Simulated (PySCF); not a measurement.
A species of formula C3H10BN has this rotational fingerprint, computed with PBE0-D3(BJ)/def2-SVP geometry optimisation, gas phase (PySCF):

| Item | Value |
| --- | --- |
| Rotational constants | A = 7856, B = 3218, C = 2384 MHz |
| Dipole components | \|μa\| = 0.11 D, \|μb\| = 1.42 D, \|μc\| = 0.00 D |
| Inertial defect | -9.37 u·Å² |
| κ | -0.70 |

Question: Which candidate fits, each taken in the one conformer that was computed?
A. `[BH3-:1][NH2+:2][CH2:3][CH:4]=[CH2:5]` with B1–N2–C3–C4 179°, N2–C3–C4–C5 1°
B. `[CH3:1][CH2:2][B:3]([CH3:4])[NH2:5]` with C1–C2–B3–C4 180°
C. `[BH2:1][NH:2][CH2:3][CH2:4][CH3:5]` with B1–N2–C3–C4 -115°, N2–C3–C4–C5 180°
D. `[CH3:1][CH:2]([CH3:3])[BH:4][NH2:5]` with C1–C2–B4–N5 -122°

Answer: B. It is CCB(C)N, an asymmetric top, point group Cs. The candidates at the same level (rigid rotor, commonest isotopes):

```tsv
SMILES	A (MHz)	B (MHz)	C (MHz)	μa (D)	μb (D)	μc (D)	Δ (u·Å²)	point group	rotor
BNCCC	17642	2154	2131	1.91	0.86	0.92	-26.10	C1	near-prolate asymmetric top
CCB(C)N	7856	3218	2384	0.11	1.42	0.00	-9.37	Cs	asymmetric top
[BH3-][NH2+]CC=C	13816	2533	2235	5.54	0.55	0.00	-9.99	Cs	near-prolate asymmetric top
CC(C)BN	7435	3185	2532	1.63	0.06	1.09	-27.03	near Cs	asymmetric top
```

`BNCCC` has A 125 % too high; `[BH3-][NH2+]CC=C` has A 76 % too high; `CC(C)BN` has C 6 % too high. In the right answer the mirror of this Cs structure is the ab plane, so μc vanishes by symmetry. No structure here is proved a minimum.
